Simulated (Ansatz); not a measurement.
Frontier orbitals of C₃H₅ClSn (`C#[C][SnH]([CH3])[Cl]`).

The species carries charge 0 and has multiplicity 1. Correlated methods include outer-core shells of Sn, which these sets cover unevenly. Sn takes the def2 core potential. The structure was optimised at the PBE0-D4/def2-TZVP level. Basis def2-TZVPP, Ansatz 0.2.0.

| functional | HOMO (eV) | LUMO (eV) | gap (eV) |
| --- | --- | --- | --- |
| LDA (SPW92) | -7.14 | -1.91 | 5.23 |
| PBE | -6.99 | -1.63 | 5.36 |
| r2SCAN | -7.26 | -1.37 | 5.89 |
| PBE0 | -8.22 | -0.76 | 7.46 |
| r2SCANh | -7.71 | -1.07 | 6.64 |
| ωB97M-V | -10.42 | 1.05 | 11.47 |

From PBE to PBE0 the HOMO moves by −1.22 eV and the LUMO by +0.87 eV, and with ωB97M-V by −3.43 and +2.67 eV, so the gap grows from 5.36 to 11.46 eV with exact exchange. A positive LUMO is unbound and depends on the basis.
